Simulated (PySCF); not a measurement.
## Does the structure fit the spectrum?

A compound C8H13OP gives the data below (simulated from a calculation) and was assigned the structure `C=C[C@@H]1C[P@@](=O)(C=C)[C@@H]1C`.

13C{1H} NMR (computed): δ 176.0 (C), 148.4 (CH), 141.1 (CH), 93.3 (CH), 57.9 (CH3), 30.2 (CH), 14.2 (CH3), 13.3 (CH3).

1H NMR (600 MHz, computed): δ 6.78 (m, 1H), 6.54 (m, 1H), 4.49 (m, 1H), 3.90 (s, 3H), 1.77 (m, 1H), 1.75 (m, 3H), 1.64 (m, 3H).

[PySCF 2.14.0 with density-fitted response routines: GFN2-xTB geometry; GIAO PBE0/pcSseg-1 shieldings; fast rotation and ring inversion assumed for equivalent nuclei; non-relativistic Hamiltonian; in vacuum; one conformer]

δ = σ(ref) − σ, references computed at the same level: 1H (31.72 ppm), 13C (186.93 ppm) vs TMS.

Q: Compare with the shifts computed for the proposed structure, pairing carbons in order of shift.

A: Structure with atom numbers: `[CH2:1]=[CH:2][C@@H:3]1[CH2:4][P@@:5](=[O:6])([CH:7]=[CH2:8])[C@@H:9]1[CH3:10]` (H(Xn): hydrogen on atom n).

```tsv
atom	computed for proposal	given list	difference
C2	148.9	176.0	-27.1
C8	142.8	148.4	-5.6
C7	140.9	141.1	-0.2
C1	123.0	93.3	+29.7
C9	54.4	57.9	-3.5
C4	45.3	30.2	+15.1
C3	34.8	14.2	+20.6
C10	10.9	13.3	-2.4
```

The rms difference is 17.0 ppm and the largest +29.7 ppm at C1 (terminal =CH2 carbon). The carbon types in order of shift don't match either: CH, CH2, CH, CH2, CH, CH2, CH, CH3 for the proposal against C, CH, CH, CH, CH3, CH, CH3, CH3 in the data. The proposal doesn't fit.

Q: Which isomer fits?

A: `C1=C[P@](=CC)(C)C=C1OC`.

1. δC 176.0: alkene carbon bearing oxygen; an sp2 carbon further deshielded by the attached heteroatom.
2. δC 148.4, 141.1: alkene CH; an sp2 carbon of a C=C bond.
3. δC 93.3: β carbon of an enol-ether or enamine type C=C; the O or N lone pair pushes π density onto this β carbon and shields it.
4. δH 4.49: hydrogen on a β carbon of an enol-ether or enamine type C=C; lone-pair donation from O or N shields it, upfield of ordinary alkene protons.

Other isomers checked: CC[P@]1(=O)C=C[C@@H](C)C=C1 (rms 19.3 ppm).

This is the structure that produced the data.

Splittings by 31P in the carbon and heteronuclear signals aren't shown, as no couplings were computed. Shifts are as computed. Against solution values, carbons near 30 ppm lie about +3 ppm off and those near 130 ppm about +5 ppm. Of 1211 compounds with measured shifts, 218 miss one by over three times the rms of a fit or turn the order of signals round; such compounds aren't used in these exercises. Multiplicities follow the n + 1 count of equivalent neighbours, as no J values were calculated; m marks all less simple cases, F and P coupling included.
